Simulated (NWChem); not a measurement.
**Total energies of HSn**

```
Sn
H 1 1.8080
```
Charge 0, spin multiplicity 2.

The numbers come from NWChem runs, not from measurements. Structure: optimised with UPBE/def2-SVP with def2 effective core potentials on Sn, a minimum by its harmonic frequencies.

Basis set: def2-SVP (31 functions).

| method | total energy (Ha) |
|---|---|
| UHF | -213.89697 |
| UMP2 | -213.97389 |
| UB2PLYP | -214.56872 |
| UPBE | -214.83866 |
| UB3LYP | -214.92290 |
| UBHandHLYP | -214.77802 |

Total energies of different functionals aren't comparable as a measure of quality: only differences taken within one method are. 

Effective core potentials replace the inner electrons of Sn; spin-orbit coupling is left out. The correlated methods keep 4 core orbitals frozen. B3LYP has NWChem's definition, with VWN1-RPA local correlation. This spin state was chosen for the runs; another may lie lower. The structure started from a generated list of species. The unpaired electrons of the parent sit in orbitals of symmetry b1 (C2v labels of the run); other states weren't searched. No SCF solution was tested for a lower state. Open-shell Hartree-Fock references start from PBE0 orbitals.
